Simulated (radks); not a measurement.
Values are calculated unless marked as measured or tabulated.
Task: Sb5+, 46 electrons, occupied as [Kr] 4d10. Code: a radial shooting solver on a logarithmic mesh with Libxc functionals. Model: scalar-relativistic Kohn-Sham, exchange-only LDA, spin-polarised, spherical densities, point nucleus. Some entries of the table are withheld. Estimate them.

| orbital | occ. | eigenvalue (hartree) | r(max) (bohr) | <r> (bohr) |
|---|---|---|---|---|
| 1s | 2 | -1114.467 | 0.01837 | 0.02845 |
| 2s | 2 | -171.3448 | (1) | 0.1227 |
| 2p | 6 | -154.1229 | 0.08306 | (2) |
| 3s | 2 | -35.21103 | 0.3003 | 0.3311 |
| 3p | 6 | -29.59646 | 0.2937 | 0.3292 |
| 3d | 10 | -21.00225 | 0.2440 | 0.3057 |
| 4s | 2 | -7.48146 | 0.7219 | 0.7894 |
| 4p | 6 | -5.75441 | 0.7613 | 0.8492 |
| 4d | 10 | -3.23251 | 0.8434 | 1.005 |

Result: 
(1) 2s r(max) (bohr): 0.1038
(2) 2p <r> (bohr): 0.1072
